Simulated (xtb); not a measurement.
xtb input (GFN2-xTB):

```bash
xtb mol.xyz --gfn 2 --ohess tight --chrg 0 --uhf 0
```
mol.xyz:
```
13

C     -2.81023797    -0.55305348    -0.64553783
N     -1.76449838     0.43352890    -0.38873100
C     -2.42751809     1.69759723     0.12526348
Si    -0.14245376     0.02443728    -0.08058927
Br     0.18521487    -0.77709013     2.01522521
Br     1.13152195     1.85355538    -0.26821734
Br     0.51390958    -1.46098161    -1.45095086
H     -2.29957474    -1.48599027    -1.11335224
H     -3.32433510    -0.90723913     0.20504979
H     -3.48553695    -0.20816023    -1.41673269
H     -3.12692132     2.04368612    -0.57402018
H     -2.88315947     1.44926038     1.12888860
H     -1.62319337     2.44241700     0.31376015
```

End of the output:

```
      10    274.90    -0.46666 ( 99.89%)    -0.55162 (  0.11%)    -0.46675
      11    287.82    -0.44328 ( 99.91%)    -0.53802 (  0.09%)    -0.44336
   ------------------------------------------------------------------------

   temp. (K)  partition function   enthalpy   heat capacity  entropy
                                   cal/mol     cal/K/mol   cal/K/mol   J/K/mol
 298.15  VIB  0.151E+05             5150.161     26.116     34.229
         ROT  0.225E+07              888.752      2.981     32.050
         INT  0.341E+11             6038.914     29.097     66.279
         TR   0.533E+28             1481.254      4.968     43.089
         TOT                        7520.1674    34.0655   109.3684   457.5972

       T/K    H(0)-H(T)+PV         H(T)/Eh          T*S/Eh         G(T)/Eh
   ------------------------------------------------------------------------
    298.15    0.119841E-01    0.971544E-01    0.519644E-01    0.451899E-01
   ------------------------------------------------------------------------

         :::::::::::::::::::::::::::::::::::::::::::::::::::::
         ::                  THERMODYNAMIC                  ::
         :::::::::::::::::::::::::::::::::::::::::::::::::::::
         :: total free energy         -24.347452180919 Eh   ::
         ::.................................................::
         :: total energy              -24.392642121677 Eh   ::
Note: The following floating-point exceptions are signalling: IEEE_UNDERFLOW_FLAG IEEE_DENORMAL
normal termination of xtb
         :: zero point energy           0.085170226407 Eh   ::
         :: G(RRHO) w/o ZPVE           -0.039980285649 Eh   ::
         :: G(RRHO) contrib.            0.045189940758 Eh   ::
         :::::::::::::::::::::::::::::::::::::::::::::::::::::

optimized geometry written to: xtbopt.xyz

           -------------------------------------------------
          | TOTAL ENERGY              -24.392642121677 Eh   |
          | TOTAL ENTHALPY            -24.295487745630 Eh   |
          | TOTAL FREE ENERGY         -24.347452180919 Eh   |
          | GRADIENT NORM               0.000312848884 Eh/α |
          | HOMO-LUMO GAP               5.390254188521 eV   |
           -------------------------------------------------

------------------------------------------------------------------------
------------------------------------------------------------------------
 total:
 SCF:
 ANC optimizer:
 analytical hessian:
```
